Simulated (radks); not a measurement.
Results of a calculation; reference values are marked as such.
Species: Mo6+. Configuration: [Ar] 3d10 4s2 4p(1/2: 2, 3/2: 3) 4d(3/2: 1, 5/2: 0) (not the ground configuration). Level of theory: Dirac Kohn-Sham, BLYP, spin-unpolarised, spherical densities, finite nucleus; Fermi nuclear charge, rms radius 4.4091 fm (a radial shooting solver on a logarithmic mesh with Libxc functionals).

Spin-orbit splittings of the eigenvalues, e(l+1/2) - e(l-1/2), with zeta = 2 splitting/(2l+1) and mean radii in bohr:

| shell | occ. | splitting (eV) | zeta (eV) | <r> j=l-1/2 | <r> j=l+1/2 |
|---|---|---|---|---|---|
| 2p | 6 | 106.6 | 71.09 | 0.1307 | 0.1353 |
| 3p | 6 | 17.61 | 11.74 | 0.4228 | 0.4333 |
| 3d | 10 | 3.345 | 1.338 | 0.4119 | 0.4154 |
| 4p | 5 | 2.942 | 1.961 | 1.133 | 1.156 |
| 4d | 1 | ? | ? | 1.374 | 1.382 |

Estimate the 4d splitting.

Answer. 0.4116 eV (zeta = 0.1646 eV).
